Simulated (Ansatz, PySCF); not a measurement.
Breaking a bond: SMILES [Cl][GeH3] (H3ClGe). The Ge1–Cl5 bond (Ge1 also carries H, H, H; Cl5 carries nothing else) is stretched with both fragments frozen at the PBE0/def2-TZVP optimised geometry.

Levels of theory: UHF/cc-pVDZ (PySCF); RHF/cc-pVDZ (PySCF); UKS-BHandHLYP = unrestricted BHandHLYP/cc-pVDZ in PySCF; RKS-BHandHLYP = restricted BHandHLYP/cc-pVDZ in PySCF 2.14.0; UKS-LDA (SVWN5) = PySCF with unrestricted LDA (SVWN5)/cc-pVDZ; RKS-LDA (SVWN5) = PySCF with restricted LDA (SVWN5)/cc-pVDZ; UKS-r2SCAN = unrestricted r2SCAN/cc-pVDZ (PySCF); RKS-r2SCAN = restricted r2SCAN/cc-pVDZ in PySCF; UKS-PBE = unrestricted PBE/cc-pVDZ (Ansatz, an electronic-structure program); RKS-PBE = Ansatz with restricted PBE/cc-pVDZ; UKS-B3LYP/6-31G* = PySCF with unrestricted B3LYP/6-31G*, spherical d; RKS-B3LYP/6-31G* = restricted B3LYP/6-31G*, spherical d (PySCF); UKS-B3LYP/LANL2DZ = unrestricted B3LYP/LANL2DZ, with its core potentials past Ne (PySCF); RKS-B3LYP/LANL2DZ = restricted B3LYP/LANL2DZ, with its core potentials past Ne run with PySCF 2.14.0.

Scanned distances (Å): 1.72, 1.81, 1.92, 2.04, 2.11, 2.16, 2.24, 2.29, 2.35, 2.49, 2.68, 2.90, 3.27, 3.56, 3.85, 4.28, 4.71, 5.32, 5.80, 6.48, 7.60.

Question: Where does the unrestricted solution first break spin symmetry (<S²> of 0.01 or more)?

Answer: UHF: between 2.90 and 3.27 Å; UKS-BHandHLYP: between 2.90 and 3.27 Å; UKS-LDA (SVWN5): between 3.56 and 3.85 Å; UKS-r2SCAN: between 3.27 and 3.56 Å; UKS-PBE: between 3.56 and 3.85 Å; UKS-B3LYP/6-31G*: between 3.27 and 3.56 Å; UKS-B3LYP/LANL2DZ: between 3.27 and 3.56 Å.

```json
[
 {"R / Å": "1.72", "<S²> UHF": "0.00", "E(RHF) − E(UHF) / kJ/mol": "0.0", "<S²> UKS-BHandHLYP": "0.00", "E(RKS-BHandHLYP) − E(UKS-BHandHLYP) / kJ/mol": "0.0", "<S²> UKS-LDA (SVWN5)": "0.00", "E(RKS-LDA (SVWN5)) − E(UKS-LDA (SVWN5)) / kJ/mol": "0.0", "<S²> UKS-r2SCAN": "0.00", "E(RKS-r2SCAN) − E(UKS-r2SCAN) / kJ/mol": "0.0", "<S²> UKS-PBE": "0.00", "E(RKS-PBE) − E(UKS-PBE) / kJ/mol": "0.0", "<S²> UKS-B3LYP/6-31G*": "0.00", "E(RKS-B3LYP/6-31G*) − E(UKS-B3LYP/6-31G*) / kJ/mol": "0.0", "<S²> UKS-B3LYP/LANL2DZ": "0.00", "E(RKS-B3LYP/LANL2DZ) − E(UKS-B3LYP/LANL2DZ) / kJ/mol": "0.0"},
 {"R / Å": "1.81", "<S²> UHF": "0.00", "E(RHF) − E(UHF) / kJ/mol": "0.0", "<S²> UKS-BHandHLYP": "0.00", "E(RKS-BHandHLYP) − E(UKS-BHandHLYP) / kJ/mol": "0.0", "<S²> UKS-LDA (SVWN5)": "0.00", "E(RKS-LDA (SVWN5)) − E(UKS-LDA (SVWN5)) / kJ/mol": "0.0", "<S²> UKS-r2SCAN": "0.00", "E(RKS-r2SCAN) − E(UKS-r2SCAN) / kJ/mol": "0.0", "<S²> UKS-PBE": "0.00", "E(RKS-PBE) − E(UKS-PBE) / kJ/mol": "0.0", "<S²> UKS-B3LYP/6-31G*": "0.00", "E(RKS-B3LYP/6-31G*) − E(UKS-B3LYP/6-31G*) / kJ/mol": "0.0", "<S²> UKS-B3LYP/LANL2DZ": "0.00", "E(RKS-B3LYP/LANL2DZ) − E(UKS-B3LYP/LANL2DZ) / kJ/mol": "0.0"},
 {"R / Å": "1.92", "<S²> UHF": "0.00", "E(RHF) − E(UHF) / kJ/mol": "0.0", "<S²> UKS-BHandHLYP": "0.00", "E(RKS-BHandHLYP) − E(UKS-BHandHLYP) / kJ/mol": "0.0", "<S²> UKS-LDA (SVWN5)": "0.00", "E(RKS-LDA (SVWN5)) − E(UKS-LDA (SVWN5)) / kJ/mol": "0.0", "<S²> UKS-r2SCAN": "0.00", "E(RKS-r2SCAN) − E(UKS-r2SCAN) / kJ/mol": "0.0", "<S²> UKS-PBE": "0.00", "E(RKS-PBE) − E(UKS-PBE) / kJ/mol": "0.0", "<S²> UKS-B3LYP/6-31G*": "0.00", "E(RKS-B3LYP/6-31G*) − E(UKS-B3LYP/6-31G*) / kJ/mol": "0.0", "<S²> UKS-B3LYP/LANL2DZ": "0.00", "E(RKS-B3LYP/LANL2DZ) − E(UKS-B3LYP/LANL2DZ) / kJ/mol": "0.0"},
 {"R / Å": "2.04", "<S²> UHF": "0.00", "E(RHF) − E(UHF) / kJ/mol": "0.0", "<S²> UKS-BHandHLYP": "0.00", "E(RKS-BHandHLYP) − E(UKS-BHandHLYP) / kJ/mol": "0.0", "<S²> UKS-LDA (SVWN5)": "0.00", "E(RKS-LDA (SVWN5)) − E(UKS-LDA (SVWN5)) / kJ/mol": "0.0", "<S²> UKS-r2SCAN": "0.00", "E(RKS-r2SCAN) − E(UKS-r2SCAN) / kJ/mol": "0.0", "<S²> UKS-PBE": "0.00", "E(RKS-PBE) − E(UKS-PBE) / kJ/mol": "0.0", "<S²> UKS-B3LYP/6-31G*": "0.00", "E(RKS-B3LYP/6-31G*) − E(UKS-B3LYP/6-31G*) / kJ/mol": "0.0", "<S²> UKS-B3LYP/LANL2DZ": "0.00", "E(RKS-B3LYP/LANL2DZ) − E(UKS-B3LYP/LANL2DZ) / kJ/mol": "0.0"},
 {"R / Å": "2.11", "<S²> UHF": "0.00", "E(RHF) − E(UHF) / kJ/mol": "0.0", "<S²> UKS-BHandHLYP": "0.00", "E(RKS-BHandHLYP) − E(UKS-BHandHLYP) / kJ/mol": "0.0", "<S²> UKS-LDA (SVWN5)": "0.00", "E(RKS-LDA (SVWN5)) − E(UKS-LDA (SVWN5)) / kJ/mol": "0.0", "<S²> UKS-r2SCAN": "0.00", "E(RKS-r2SCAN) − E(UKS-r2SCAN) / kJ/mol": "0.0", "<S²> UKS-PBE": "0.00", "E(RKS-PBE) − E(UKS-PBE) / kJ/mol": "0.0", "<S²> UKS-B3LYP/6-31G*": "0.00", "E(RKS-B3LYP/6-31G*) − E(UKS-B3LYP/6-31G*) / kJ/mol": "0.0", "<S²> UKS-B3LYP/LANL2DZ": "0.00", "E(RKS-B3LYP/LANL2DZ) − E(UKS-B3LYP/LANL2DZ) / kJ/mol": "0.0"},
 {"R / Å": "2.16", "<S²> UHF": "0.00", "E(RHF) − E(UHF) / kJ/mol": "0.0", "<S²> UKS-BHandHLYP": "0.00", "E(RKS-BHandHLYP) − E(UKS-BHandHLYP) / kJ/mol": "0.0", "<S²> UKS-LDA (SVWN5)": "0.00", "E(RKS-LDA (SVWN5)) − E(UKS-LDA (SVWN5)) / kJ/mol": "0.0", "<S²> UKS-r2SCAN": "0.00", "E(RKS-r2SCAN) − E(UKS-r2SCAN) / kJ/mol": "0.0", "<S²> UKS-PBE": "0.00", "E(RKS-PBE) − E(UKS-PBE) / kJ/mol": "0.0", "<S²> UKS-B3LYP/6-31G*": "0.00", "E(RKS-B3LYP/6-31G*) − E(UKS-B3LYP/6-31G*) / kJ/mol": "0.0", "<S²> UKS-B3LYP/LANL2DZ": "0.00", "E(RKS-B3LYP/LANL2DZ) − E(UKS-B3LYP/LANL2DZ) / kJ/mol": "0.0"},
 {"R / Å": "2.24", "<S²> UHF": "0.00", "E(RHF) − E(UHF) / kJ/mol": "0.0", "<S²> UKS-BHandHLYP": "0.00", "E(RKS-BHandHLYP) − E(UKS-BHandHLYP) / kJ/mol": "0.0", "<S²> UKS-LDA (SVWN5)": "0.00", "E(RKS-LDA (SVWN5)) − E(UKS-LDA (SVWN5)) / kJ/mol": "0.0", "<S²> UKS-r2SCAN": "0.00", "E(RKS-r2SCAN) − E(UKS-r2SCAN) / kJ/mol": "0.0", "<S²> UKS-PBE": "0.00", "E(RKS-PBE) − E(UKS-PBE) / kJ/mol": "0.0", "<S²> UKS-B3LYP/6-31G*": "0.00", "E(RKS-B3LYP/6-31G*) − E(UKS-B3LYP/6-31G*) / kJ/mol": "0.0", "<S²> UKS-B3LYP/LANL2DZ": "0.00", "E(RKS-B3LYP/LANL2DZ) − E(UKS-B3LYP/LANL2DZ) / kJ/mol": "0.0"},
 {"R / Å": "2.29", "<S²> UHF": "0.00", "E(RHF) − E(UHF) / kJ/mol": "0.0", "<S²> UKS-BHandHLYP": "0.00", "E(RKS-BHandHLYP) − E(UKS-BHandHLYP) / kJ/mol": "0.0", "<S²> UKS-LDA (SVWN5)": "0.00", "E(RKS-LDA (SVWN5)) − E(UKS-LDA (SVWN5)) / kJ/mol": "0.0", "<S²> UKS-r2SCAN": "0.00", "E(RKS-r2SCAN) − E(UKS-r2SCAN) / kJ/mol": "0.0", "<S²> UKS-PBE": "0.00", "E(RKS-PBE) − E(UKS-PBE) / kJ/mol": "0.0", "<S²> UKS-B3LYP/6-31G*": "0.00", "E(RKS-B3LYP/6-31G*) − E(UKS-B3LYP/6-31G*) / kJ/mol": "0.0", "<S²> UKS-B3LYP/LANL2DZ": "0.00", "E(RKS-B3LYP/LANL2DZ) − E(UKS-B3LYP/LANL2DZ) / kJ/mol": "0.0"},
 {"R / Å": "2.35", "<S²> UHF": "0.00", "E(RHF) − E(UHF) / kJ/mol": "0.0", "<S²> UKS-BHandHLYP": "0.00", "E(RKS-BHandHLYP) − E(UKS-BHandHLYP) / kJ/mol": "0.0", "<S²> UKS-LDA (SVWN5)": "0.00", "E(RKS-LDA (SVWN5)) − E(UKS-LDA (SVWN5)) / kJ/mol": "0.0", "<S²> UKS-r2SCAN": "0.00", "E(RKS-r2SCAN) − E(UKS-r2SCAN) / kJ/mol": "0.0", "<S²> UKS-PBE": "0.00", "E(RKS-PBE) − E(UKS-PBE) / kJ/mol": "0.0", "<S²> UKS-B3LYP/6-31G*": "0.00", "E(RKS-B3LYP/6-31G*) − E(UKS-B3LYP/6-31G*) / kJ/mol": "0.0", "<S²> UKS-B3LYP/LANL2DZ": "0.00", "E(RKS-B3LYP/LANL2DZ) − E(UKS-B3LYP/LANL2DZ) / kJ/mol": "0.0"},
 {"R / Å": "2.49", "<S²> UHF": "0.00", "E(RHF) − E(UHF) / kJ/mol": "0.0", "<S²> UKS-BHandHLYP": "0.00", "E(RKS-BHandHLYP) − E(UKS-BHandHLYP) / kJ/mol": "0.0", "<S²> UKS-LDA (SVWN5)": "0.00", "E(RKS-LDA (SVWN5)) − E(UKS-LDA (SVWN5)) / kJ/mol": "0.0", "<S²> UKS-r2SCAN": "0.00", "E(RKS-r2SCAN) − E(UKS-r2SCAN) / kJ/mol": "0.0", "<S²> UKS-PBE": "0.00", "E(RKS-PBE) − E(UKS-PBE) / kJ/mol": "0.0", "<S²> UKS-B3LYP/6-31G*": "0.00", "E(RKS-B3LYP/6-31G*) − E(UKS-B3LYP/6-31G*) / kJ/mol": "0.0", "<S²> UKS-B3LYP/LANL2DZ": "0.00", "E(RKS-B3LYP/LANL2DZ) − E(UKS-B3LYP/LANL2DZ) / kJ/mol": "0.0"},
 {"R / Å": "2.68", "<S²> UHF": "0.00", "E(RHF) − E(UHF) / kJ/mol": "0.0", "<S²> UKS-BHandHLYP": "0.00", "E(RKS-BHandHLYP) − E(UKS-BHandHLYP) / kJ/mol": "0.0", "<S²> UKS-LDA (SVWN5)": "0.00", "E(RKS-LDA (SVWN5)) − E(UKS-LDA (SVWN5)) / kJ/mol": "0.0", "<S²> UKS-r2SCAN": "0.00", "E(RKS-r2SCAN) − E(UKS-r2SCAN) / kJ/mol": "0.0", "<S²> UKS-PBE": "0.00", "E(RKS-PBE) − E(UKS-PBE) / kJ/mol": "0.0", "<S²> UKS-B3LYP/6-31G*": "0.00", "E(RKS-B3LYP/6-31G*) − E(UKS-B3LYP/6-31G*) / kJ/mol": "0.0", "<S²> UKS-B3LYP/LANL2DZ": "0.00", "E(RKS-B3LYP/LANL2DZ) − E(UKS-B3LYP/LANL2DZ) / kJ/mol": "0.0"},
 {"R / Å": "2.90", "<S²> UHF": "0.00", "E(RHF) − E(UHF) / kJ/mol": "0.0", "<S²> UKS-BHandHLYP": "0.00", "E(RKS-BHandHLYP) − E(UKS-BHandHLYP) / kJ/mol": "0.0", "<S²> UKS-LDA (SVWN5)": "0.00", "E(RKS-LDA (SVWN5)) − E(UKS-LDA (SVWN5)) / kJ/mol": "0.0", "<S²> UKS-r2SCAN": "0.00", "E(RKS-r2SCAN) − E(UKS-r2SCAN) / kJ/mol": "0.0", "<S²> UKS-PBE": "0.00", "E(RKS-PBE) − E(UKS-PBE) / kJ/mol": "0.0", "<S²> UKS-B3LYP/6-31G*": "0.00", "E(RKS-B3LYP/6-31G*) − E(UKS-B3LYP/6-31G*) / kJ/mol": "0.0", "<S²> UKS-B3LYP/LANL2DZ": "0.00", "E(RKS-B3LYP/LANL2DZ) − E(UKS-B3LYP/LANL2DZ) / kJ/mol": "0.0"},
 {"R / Å": "3.27", "<S²> UHF": "0.64", "E(RHF) − E(UHF) / kJ/mol": "28.3", "<S²> UKS-BHandHLYP": "0.20", "E(RKS-BHandHLYP) − E(UKS-BHandHLYP) / kJ/mol": "2.5", "<S²> UKS-LDA (SVWN5)": "0.00", "E(RKS-LDA (SVWN5)) − E(UKS-LDA (SVWN5)) / kJ/mol": "0.0", "<S²> UKS-r2SCAN": "0.00", "E(RKS-r2SCAN) − E(UKS-r2SCAN) / kJ/mol": "0.0", "<S²> UKS-PBE": "0.00", "E(RKS-PBE) − E(UKS-PBE) / kJ/mol": "0.0", "<S²> UKS-B3LYP/6-31G*": "0.00", "E(RKS-B3LYP/6-31G*) − E(UKS-B3LYP/6-31G*) / kJ/mol": "0.0", "<S²> UKS-B3LYP/LANL2DZ": "0.00", "E(RKS-B3LYP/LANL2DZ) − E(UKS-B3LYP/LANL2DZ) / kJ/mol": "0.0"},
 {"R / Å": "3.56", "<S²> UHF": "0.85", "E(RHF) − E(UHF) / kJ/mol": "74.3", "<S²> UKS-BHandHLYP": "0.51", "E(RKS-BHandHLYP) − E(UKS-BHandHLYP) / kJ/mol": "19.6", "<S²> UKS-LDA (SVWN5)": "0.00", "E(RKS-LDA (SVWN5)) − E(UKS-LDA (SVWN5)) / kJ/mol": "0.0", "<S²> UKS-r2SCAN": "0.31", "E(RKS-r2SCAN) − E(UKS-r2SCAN) / kJ/mol": "5.4", "<S²> UKS-PBE": "0.00", "E(RKS-PBE) − E(UKS-PBE) / kJ/mol": "0.0", "<S²> UKS-B3LYP/6-31G*": "0.28", "E(RKS-B3LYP/6-31G*) − E(UKS-B3LYP/6-31G*) / kJ/mol": "4.0", "<S²> UKS-B3LYP/LANL2DZ": "0.32", "E(RKS-B3LYP/LANL2DZ) − E(UKS-B3LYP/LANL2DZ) / kJ/mol": "6.0"},
 {"R / Å": "3.85", "<S²> UHF": "0.94", "E(RHF) − E(UHF) / kJ/mol": "122.5", "<S²> UKS-BHandHLYP": "0.69", "E(RKS-BHandHLYP) − E(UKS-BHandHLYP) / kJ/mol": "43.0", "<S²> UKS-LDA (SVWN5)": "0.12", "E(RKS-LDA (SVWN5)) − E(UKS-LDA (SVWN5)) / kJ/mol": "0.6", "<S²> UKS-r2SCAN": "0.51", "E(RKS-r2SCAN) − E(UKS-r2SCAN) / kJ/mol": "17.3", "<S²> UKS-PBE": "0.33", "E(RKS-PBE) − E(UKS-PBE) / kJ/mol": "4.1", "<S²> UKS-B3LYP/6-31G*": "0.49", "E(RKS-B3LYP/6-31G*) − E(UKS-B3LYP/6-31G*) / kJ/mol": "15.8", "<S²> UKS-B3LYP/LANL2DZ": "0.53", "E(RKS-B3LYP/LANL2DZ) − E(UKS-B3LYP/LANL2DZ) / kJ/mol": "19.5"},
 {"R / Å": "4.28", "<S²> UHF": "0.99", "E(RHF) − E(UHF) / kJ/mol": "186.3", "<S²> UKS-BHandHLYP": "0.85", "E(RKS-BHandHLYP) − E(UKS-BHandHLYP) / kJ/mol": "77.9", "<S²> UKS-LDA (SVWN5)": "0.47", "E(RKS-LDA (SVWN5)) − E(UKS-LDA (SVWN5)) / kJ/mol": "—", "<S²> UKS-r2SCAN": "0.67", "E(RKS-r2SCAN) − E(UKS-r2SCAN) / kJ/mol": "—", "<S²> UKS-PBE": "0.56", "E(RKS-PBE) − E(UKS-PBE) / kJ/mol": "16.2", "<S²> UKS-B3LYP/6-31G*": "0.66", "E(RKS-B3LYP/6-31G*) − E(UKS-B3LYP/6-31G*) / kJ/mol": "34.9", "<S²> UKS-B3LYP/LANL2DZ": "0.69", "E(RKS-B3LYP/LANL2DZ) − E(UKS-B3LYP/LANL2DZ) / kJ/mol": "40.7"},
 {"R / Å": "4.71", "<S²> UHF": "1.00", "E(RHF) − E(UHF) / kJ/mol": "237.1", "<S²> UKS-BHandHLYP": "0.94", "E(RKS-BHandHLYP) − E(UKS-BHandHLYP) / kJ/mol": "108.2", "<S²> UKS-LDA (SVWN5)": "0.62", "E(RKS-LDA (SVWN5)) − E(UKS-LDA (SVWN5)) / kJ/mol": "—", "<S²> UKS-r2SCAN": "0.75", "E(RKS-r2SCAN) − E(UKS-r2SCAN) / kJ/mol": "—", "<S²> UKS-PBE": "0.67", "E(RKS-PBE) − E(UKS-PBE) / kJ/mol": "27.0", "<S²> UKS-B3LYP/6-31G*": "0.75", "E(RKS-B3LYP/6-31G*) − E(UKS-B3LYP/6-31G*) / kJ/mol": "50.7", "<S²> UKS-B3LYP/LANL2DZ": "0.77", "E(RKS-B3LYP/LANL2DZ) − E(UKS-B3LYP/LANL2DZ) / kJ/mol": "58.2"},
 {"R / Å": "5.32", "<S²> UHF": "1.01", "E(RHF) − E(UHF) / kJ/mol": "288.3", "<S²> UKS-BHandHLYP": "0.99", "E(RKS-BHandHLYP) − E(UKS-BHandHLYP) / kJ/mol": "140.3", "<S²> UKS-LDA (SVWN5)": "0.70", "E(RKS-LDA (SVWN5)) − E(UKS-LDA (SVWN5)) / kJ/mol": "—", "<S²> UKS-r2SCAN": "0.80", "E(RKS-r2SCAN) − E(UKS-r2SCAN) / kJ/mol": "—", "<S²> UKS-PBE": "0.74", "E(RKS-PBE) − E(UKS-PBE) / kJ/mol": "37.2", "<S²> UKS-B3LYP/6-31G*": "0.81", "E(RKS-B3LYP/6-31G*) − E(UKS-B3LYP/6-31G*) / kJ/mol": "66.4", "<S²> UKS-B3LYP/LANL2DZ": "0.84", "E(RKS-B3LYP/LANL2DZ) − E(UKS-B3LYP/LANL2DZ) / kJ/mol": "75.4"},
 {"R / Å": "5.80", "<S²> UHF": "1.01", "E(RHF) − E(UHF) / kJ/mol": "315.8", "<S²> UKS-BHandHLYP": "1.00", "E(RKS-BHandHLYP) − E(UKS-BHandHLYP) / kJ/mol": "157.6", "<S²> UKS-LDA (SVWN5)": "0.74", "E(RKS-LDA (SVWN5)) − E(UKS-LDA (SVWN5)) / kJ/mol": "—", "<S²> UKS-r2SCAN": "0.82", "E(RKS-r2SCAN) − E(UKS-r2SCAN) / kJ/mol": "—", "<S²> UKS-PBE": "0.77", "E(RKS-PBE) − E(UKS-PBE) / kJ/mol": "42.0", "<S²> UKS-B3LYP/6-31G*": "0.84", "E(RKS-B3LYP/6-31G*) − E(UKS-B3LYP/6-31G*) / kJ/mol": "74.5", "<S²> UKS-B3LYP/LANL2DZ": "0.86", "E(RKS-B3LYP/LANL2DZ) − E(UKS-B3LYP/LANL2DZ) / kJ/mol": "84.2"},
 {"R / Å": "6.48", "<S²> UHF": "1.01", "E(RHF) − E(UHF) / kJ/mol": "342.6", "<S²> UKS-BHandHLYP": "1.00", "E(RKS-BHandHLYP) − E(UKS-BHandHLYP) / kJ/mol": "173.8", "<S²> UKS-LDA (SVWN5)": "0.76", "E(RKS-LDA (SVWN5)) − E(UKS-LDA (SVWN5)) / kJ/mol": "—", "<S²> UKS-r2SCAN": "0.84", "E(RKS-r2SCAN) − E(UKS-r2SCAN) / kJ/mol": "—", "<S²> UKS-PBE": "0.79", "E(RKS-PBE) − E(UKS-PBE) / kJ/mol": "45.8", "<S²> UKS-B3LYP/6-31G*": "0.86", "E(RKS-B3LYP/6-31G*) − E(UKS-B3LYP/6-31G*) / kJ/mol": "82.0", "<S²> UKS-B3LYP/LANL2DZ": "0.88", "E(RKS-B3LYP/LANL2DZ) − E(UKS-B3LYP/LANL2DZ) / kJ/mol": "92.0"},
 {"R / Å": "7.60", "<S²> UHF": "1.01", "E(RHF) − E(UHF) / kJ/mol": "370.2", "<S²> UKS-BHandHLYP": "1.00", "E(RKS-BHandHLYP) − E(UKS-BHandHLYP) / kJ/mol": "189.3", "<S²> UKS-LDA (SVWN5)": "0.78", "E(RKS-LDA (SVWN5)) − E(UKS-LDA (SVWN5)) / kJ/mol": "—", "<S²> UKS-r2SCAN": "0.85", "E(RKS-r2SCAN) − E(UKS-r2SCAN) / kJ/mol": "—", "<S²> UKS-PBE": "0.80", "E(RKS-PBE) − E(UKS-PBE) / kJ/mol": "48.5", "<S²> UKS-B3LYP/6-31G*": "0.88", "E(RKS-B3LYP/6-31G*) − E(UKS-B3LYP/6-31G*) / kJ/mol": "89.3", "<S²> UKS-B3LYP/LANL2DZ": "0.90", "E(RKS-B3LYP/LANL2DZ) − E(UKS-B3LYP/LANL2DZ) / kJ/mol": "99.2"}
]
```

Dashes: no converged value, or the column stops at the first point that the program doubted or that broke a chosen test of continuity, which isn't proof of a fault.
